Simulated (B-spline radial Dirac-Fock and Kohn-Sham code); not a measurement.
Method: the Dirac equation of a negative muon with reduced mass in the field of a spherical finite nucleus, with the Uehling potential to all orders; nuclear polarisation, deformation, hyperfine structure, self-energy, higher-order vacuum polarisation, relativistic recoil and electron screening are left out. Computed with a radial atomic solver. The nuclear charge is a Fermi distribution (skin thickness 2.3 fm).

Question: A muonic atom of atomic mass 24.99 u emits these computed lines: 2p3/2 → 1s1/2 296.8 keV, 3d5/2 → 2p3/2 56.23 keV, 4f7/2 → 3d5/2 19.64 keV, 5g9/2 → 4f7/2 9.080 keV. Which element is it, and what rms charge radius was used?

Answer: Magnesium (Z = 12, nuclide ²⁵Mg); the high transitions hardly feel the nucleus and fix Z. The 2p → 1s line lies 6.402 keV below the value for a point nucleus without QED, which for this nuclear model gives a radius near 3.03 fm (3.0284 fm was used).
